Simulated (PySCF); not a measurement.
Gas-phase reaction: GaH3.NH3 + 2 GaCl3 ⇌ GaCl2NH2 + 2 H + 2 GaHCl2

Computed with PySCF (xtb for GFN2) and rigid-rotor harmonic-oscillator thermochemistry at 1 bar. † marks an energy on the PBE0/def2-TZVP geometry and frequencies; other levels use their own. CCSD(T) freezes the core. 6-31G* has spherical d functions here. Open shells (unrestricted): H (multiplicity 2); the rest are closed-shell singlets. GFN2 has no spin-polarisation term. B3LYP is the form with VWN-RPA correlation. Ga: all electrons, no relativistic terms. Adducts (GaH3.NH3) have no counterpoise correction, and HF, PBE, BLYP, B3LYP and PBE0 lack dispersion. GaH3.NH3, GaCl2NH2, GaHCl2: computed as isolated molecules; such fragments, hydroxides, amides, oligomers or adducts are transient or little studied in the gas. CCSD(T) isn't extrapolated to the basis-set limit; its ΔH°(298 K) is 449.0 kJ in def2-SVP and 449.2 kJ in def2-TZVPP. The harmonic model lacks anharmonicity and excited electronic states, which grow with temperature; levels with a mode under 35 cm⁻¹ are left out. Soft modes under 120 cm⁻¹ make the harmonic entropy rough for GaH3.NH3, GaCl2NH2. Warning, point group unlike the PBE0 one: GaCl2NH2 (B3LYP/6-31G*, GFN2-xTB, PBE/def2-SVP).

```tsv
level	ΔE electronic, kJ	ΔH°(298 K), kJ	ΔS°(298 K), J/K	ΔG°(1400 K), kJ
B3LYP/6-31G*	497	454	237	101
BLYP/def2-TZVP†	471	428	243	66
CCSD(T)/def2-SVP†	492	449	243	87
GFN2-xTB	569	527	239	172
HF/def2-TZVP†	378	335	243	-27
PBE/def2-SVP	478	437	239	81
PBE0/def2-SVP†	482	440	243	78
PBE0/def2-TZVP	473	431	243	69
r2SCAN/def2-TZVP†	484	441	243	80
ωB97M-V/def2-TZVP†	488	445	243	84
ωB97X-V/def2-TZVP†	485	442	243	81
```
ΔH° is lowest at HF/def2-TZVP† and highest at GFN2-xTB. No reference value is set beside these.
